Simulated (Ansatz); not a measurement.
`C/C=C\CCC` + `C[SiH2]O` → `CCO[SiH2]C` + `C/C=C\C`  (substitution at a C–C bond)

Gas-phase electronic energies from Ansatz, PBE0-D4/def2-TZVP geometries. CCSD(T)/CBS adds triple-zeta CCSD(T) − MP2 to the extrapolated MP2 energy (def2 sets, frozen cores). This one scheme is used for every species. Double bonds are as drawn, so ΔE can hold a change between cis and trans. DFT in def2-TZVPP. B3LYP here is the variant with VWN-RPA as its local correlation; programs differ in this. Each species was taken in one conformer, which may not be the lowest.

| level | ΔE (kJ/mol) | difference from CCSD(T)/CBS |
| --- | --- | --- |
| PBE0-D4 | 38.6 | -4.7 |
| B3LYP-D4 | 32.5 | -10.8 |
| ωB97M-V | 38.4 | -4.9 |
| B2PLYP | 35.3 | -8.0 |
| r2SCAN | 35.2 | -8.1 |
| PBE0 | 36.4 | -6.9 |
| B3LYP | 29.1 | -14.2 |
| HF/def2-TZVPP | 26.6 | -16.7 |
| MP2/def2-TZVPP | 48.5 | 5.2 |
| CCSD/def2-TZVPP | 40.2 | -3.1 |
| CCSD(T)/def2-TZVPP | 41.4 | -1.9 |
| HF/def2-QZVPP | 26.3 | -17.0 |
| MP2/def2-QZVPP | 49.5 | 6.2 |
| SCS-MP2/def2-QZVPP | 43.7 | 0.4 |
| HF/CBS(def2) | 26.2 | -17.1 |
| MP2/CBS(def2) | 50.4 | 7.1 |
| CCSD(T)/CBS | 43.3 | 0 |

Largest T1 diagnostic among the species: 0.010.

The D4 term adds +3.4 kJ/mol with B3LYP and +2.2 kJ/mol with PBE0; it sums over pairs of atoms, weighted by their polarisabilities, and B3LYP, whose exchange is more repulsive, gets the larger term. In def2-TZVPP, CCSD(T) changes the Hartree–Fock value by +14.9 kJ/mol (the triples alone add +1.3 kJ/mol) and MP2 by +22.0 kJ/mol.
